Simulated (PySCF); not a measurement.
C2H6, charge +1, doublet, at a GFN2-xTB geometry (a state made from the parent by changing its charge; the spin is typed, not shown lowest); PBE/pcseg-1 (PySCF).

The PySCF input:
```python
from pyscf import gto, scf, dft

mol = gto.Mole()
mol.atom = '''
    C    -0.71874859    0.13634016   -0.02510292
    C     0.71874859   -0.13634016    0.02510292
    H    -1.25610398   -0.58656361   -0.67710659
    H    -0.97235396    1.16105611   -0.29217710
    H    -1.23187435   -0.16588763    0.91394436
    H     0.97235396   -1.16105611    0.29217710
    H     1.25610398    0.58656361    0.67710659
    H     1.23187435    0.16588763   -0.91394436
'''
mol.basis = 'pcseg-1'
mol.charge = 1
mol.spin = 1
mol.verbose = 4
mol.build()

mf = dft.UKS(mol)
mf.xc = 'pbe'
mf.kernel()
```

Problem. What does PySCF print? Leave out banner, timings and long lists.

Solution. 
```
PySCF version 2.14.0

[INPUT] verbose = 4
[INPUT] num. atoms = 8
[INPUT] num. electrons = 17
[INPUT] charge = 1
[INPUT] spin (= nelec alpha-beta = 2S) = 1
[INPUT] symmetry False subgroup None
[INPUT] Mole.unit = angstrom
[INPUT] Symbol           X                Y                Z      unit          X                Y                Z       unit  Magmom
[INPUT]  1 C     -0.718748590000   0.136340160000  -0.025102920000 AA   -1.358237987517   0.257645562179  -0.047437643727 Bohr   0.0
[INPUT]  2 C      0.718748590000  -0.136340160000   0.025102920000 AA    1.358237987517  -0.257645562179   0.047437643727 Bohr   0.0
[INPUT]  3 H     -1.256103980000  -0.586563610000  -0.677106590000 AA   -2.373692506176  -1.108444577536  -1.279546012238 Bohr   0.0
[INPUT]  4 H     -0.972353960000   1.161056110000  -0.292177100000 AA   -1.837482680536   2.194078063153  -0.552134698870 Bohr   0.0
[INPUT]  5 H     -1.231874350000  -0.165887630000   0.913944360000 AA   -2.327905141377  -0.313482188153   1.727104533491 Bohr   0.0
[INPUT]  6 H      0.972353960000  -1.161056110000   0.292177100000 AA    1.837482680536  -2.194078063153   0.552134698870 Bohr   0.0
[INPUT]  7 H      1.256103980000   0.586563610000   0.677106590000 AA    2.373692506176   1.108444577536   1.279546012238 Bohr   0.0
[INPUT]  8 H      1.231874350000   0.165887630000  -0.913944360000 AA    2.327905141377   0.313482188153  -1.727104533491 Bohr   0.0

nuclear repulsion = 42.7158339884879
number of shells = 18
number of NR pGTOs = 92
number of NR cGTOs = 58
basis = pcseg-1
ecp = {}

******** <class 'pyscf.dft.uks.UKS'> ********
method = UKS
initial guess = minao
damping factor = 0
level_shift factor = 0
DIIS = <class 'pyscf.scf.diis.CDIIS'>
diis_start_cycle = 1
diis_space = 8
diis_damp = 0
SCF conv_tol = 1e-09
SCF conv_tol_grad = None
SCF max_cycles = 50
direct_scf = True
direct_scf_tol = 1e-13
number electrons alpha = 9  beta = 8
XC library pyscf.dft.libxc version 7.1.2
    S. Lehtola, C. Steigemann, M. J. T. Oliveira, and M. A. L. Marques,  SoftwareX 7, 1–5 (2018)
XC functionals = pbe
    J. P. Perdew, K. Burke, and M. Ernzerhof,  Phys. Rev. Lett. 77, 3865 (1996)
    J. P. Perdew, K. Burke, and M. Ernzerhof,  Phys. Rev. Lett. 78, 1396 (1997)
    J. P. Perdew, K. Burke, and M. Ernzerhof,  Phys. Rev. Lett. 77, 3865 (1996)
    J. P. Perdew, K. Burke, and M. Ernzerhof,  Phys. Rev. Lett. 78, 1396 (1997)
radial grids:
    Treutler-Ahlrichs [JCP 102, 346 (1995); DOI:10.1063/1.469408] (M4) radial grids

becke partition: Becke, JCP 88, 2547 (1988); DOI:10.1063/1.454033
pruning grids: <function nwchem_prune>
grids dens level: 3
symmetrized grids: False
atomic radii adjust function: <function treutler_atomic_radii_adjust>
small_rho_cutoff = 0
Set gradient conv threshold to 3.16228e-05
tot grids = 87088
init E= -79.5475300186413

cycle= 1 E= -79.2594297590311  delta_E= 0.288  |g|= 0.126  |ddm|= 1.66
cycle= 2 E= -79.2591909191803  delta_E= 0.000239  |g|= 0.129  |ddm|= 0.215
cycle= 3 E= -79.2679447445483  delta_E= -0.00875  |g|= 0.0222  |ddm|= 0.117
cycle= 4 E= -79.2682171568442  delta_E= -0.000272  |g|= 0.00237  |ddm|= 0.0209
cycle= 5 E= -79.2682212683327  delta_E= -4.11e-06  |g|= 0.000395  |ddm|= 0.00357
cycle= 6 E= -79.2682214113405  delta_E= -1.43e-07  |g|= 5.57e-05  |ddm|= 0.000634
cycle= 7 E= -79.2682214147057  delta_E= -3.37e-09  |g|= 1.58e-05  |ddm|= 0.000103
cycle= 8 E= -79.2682214148812  delta_E= -1.76e-10  |g|= 3.01e-06  |ddm|= 2.19e-05
Extra cycle  E= -79.2682214148865  delta_E= -5.29e-12  |g|= 1.5e-06  |ddm|= 4.63e-06
converged SCF energy = -79.2682214148865  <S^2> = 0.75166143  2S+1 = 2.0016607
```
